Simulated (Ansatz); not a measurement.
Reactions of C2H5NO (`COC=N`).

Program: Ansatz. Geometries: PBE0-D4/def2-TZVP. ΔE: electronic, gas phase. CCSD(T)/CBS adds triple-zeta CCSD(T) − MP2 to the extrapolated MP2 energy (def2 sets, frozen cores). This one scheme is used for every species, atoms too. Open shells (•) are unrestricted, without spin–orbit coupling. Spin–orbit coupling would lower the free atoms: a little for C, O. Bonds to Se are less sure, by a few kJ/mol each and by 10 to 20 or more in all where they break to atoms, as the def2 sets lack core-valence functions. Scalar relativity is left out up to krypton. Each species was taken in one conformer, which may not be the lowest.

```
                                        reaction  CCSD(T)/CBS(def2) (kJ/mol)
              `COC=N` + `OCF` → `N=COCF` + CH₃OH                          45
            `COC=N` → `[CH2]` (triplet) + `N=CO`                         392
                             `COC=N` → `CC(N)=O`                        -111
                             `COC=N` → `C/C=N/O`                           ?
                              `COC=N` → `NC1CO1`                           ?
        `COC=N` + `C=CC=C` → `C=CC=CC=N` + CH₃OH                           3
                               `COC=N` → `C=NCO`                          40
                              `COC=N` → `C1NCO1`                         105
`COC=N` + `FB(Cl)[SeH]` → `C[Se]B(F)Cl` + `N=CO`                           ?
                 `COC=N` → 2 C• + 5 H• + N• + O•                        3516
```

(1) Fill in the missing values. (Best estimate.)

Largest T1 diagnostic: 0.014, for `CC(N)=O`.

Results:

(1) The calculation gave: `COC=N` → `C/C=N/O`: +105.0 kJ/mol; `COC=N` → `NC1CO1`: +63.3 kJ/mol; `COC=N` + `FB(Cl)[SeH]` → `C[Se]B(F)Cl` + `N=CO`: -45.8 kJ/mol.
